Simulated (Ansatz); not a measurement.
Saddle point of SnH7OF, closed shell (SnH₄ + H₂O + HF → SnH₃F ([F][SnH3]) + H₂O + H₂; bonds formed: Sn1–F9, H2–H8; bonds broken: Sn1–H2, H8–F9), PBE0-D4/def2-TZVP structure:

```
atom    x (Å)    y (Å)    z (Å)
 Sn1  -0.5098  -0.9307  -0.2851
  H2   1.1755  -0.8981   0.7719
  H3  -0.0512  -2.3644  -1.0918
  H4  -1.3737  -1.2541   1.1511
  H5  -1.3742   0.0989  -1.3277
  H6   0.4658   1.6960   0.1694
  O7  -0.2079   1.5186   0.8415
  H8   1.4652  -0.3305   0.0607
  F9   1.3354   0.3289  -0.9635
 H10  -0.9251   2.1355   0.6737
```

Energies are electronic, without zero-point energy. Barriers and step energies count from the start structure reached by relaxing down the imaginary mode; all methods use the PBE0-D4 structures, on which another method's saddle can fall below an end. Ansatz 0.2.0; basis: def2-TZVPP, with def2-QZVPP for the basis limit; cores frozen in the correlated methods. Filled d shells of the heavier atoms are correlated. Core potentials replace the inner electrons of the atoms past krypton. The def2 sets are not built for correlating such inner shells, so the correlated values are less sure here. B3LYP uses VWN-RPA correlation. Extrapolation: Hartree–Fock as exp(−7.88 √X), correlation as X^−2.97.

```json
{"method": "SPW92", "barrier (eV)": "0.806", "step energy (eV)": "-0.051"}
{"method": "PBE-D4", "barrier (eV)": "1.000", "step energy (eV)": "-0.263"}
{"method": "BLYP-D4", "barrier (eV)": "1.066", "step energy (eV)": "-0.386"}
{"method": "r2SCAN-D4", "barrier (eV)": "1.024", "step energy (eV)": "-0.358"}
{"method": "B97M-V", "barrier (eV)": "1.151", "step energy (eV)": "-0.309"}
{"method": "PBE0-D4", "barrier (eV)": "1.196", "step energy (eV)": "-0.209"}
{"method": "B3LYP-D4", "barrier (eV)": "1.213", "step energy (eV)": "-0.326"}
{"method": "r2SCAN0-D4", "barrier (eV)": "1.201", "step energy (eV)": "-0.277"}
{"method": "BHLYP-D4", "barrier (eV)": "1.395", "step energy (eV)": "-0.299"}
{"method": "CAM-B3LYP-D4", "barrier (eV)": "?", "step energy (eV)": "-0.312"}
{"method": "wB97X-V", "barrier (eV)": "?", "step energy (eV)": "-0.340"}
{"method": "wB97M-V", "barrier (eV)": "?", "step energy (eV)": "-0.309"}
{"method": "B2PLYP", "barrier (eV)": "1.277", "step energy (eV)": "-0.326"}
{"method": "PBE-QIDH", "barrier (eV)": "1.314", "step energy (eV)": "-0.221"}
{"method": "RPA on PBE", "barrier (eV)": "1.335", "step energy (eV)": "-0.284"}
{"method": "HF", "barrier (eV)": "1.821", "step energy (eV)": "-0.337"}
{"method": "MP2", "barrier (eV)": "1.332", "step energy (eV)": "-0.273"}
{"method": "CCSD", "barrier (eV)": "1.472", "step energy (eV)": "-0.224"}
{"method": "CCSD(T)", "barrier (eV)": "1.374", "step energy (eV)": "-0.237"}
```

(1) Fill in the withheld barriers. (An estimate is asked for; the value comes from the calculation.)

No T1 diagnostic of these runs exceeds 0.014.

## Answers

(1) The calculation gives: wB97X-V 1.230; CAM-B3LYP-D4 1.236; wB97M-V 1.215 eV. Each is the energy of the saddle less that of the start structure, by the same method.

For comparison, the barrier by CCSD(T) at an estimated basis limit (MP2 extrapolated from triple and quadruple zeta, plus CCSD(T) − MP2 in triple zeta) is 1.255 eV.

Labels in which every atom is bracketed show which atoms are joined, not bond orders.

For scale, one of the runs: CCSD(T)/def2-TZVPP, 210 basis functions, launched by `ansatz run in.yaml --threads 4 --pin off --events-out ev --progress --plain --max-ram 9574MiB`. Hardware: 4 CPU threads of an Arm Neoverse V2, shared host. Wall time 80 s; peak host memory 3.4 GiB.
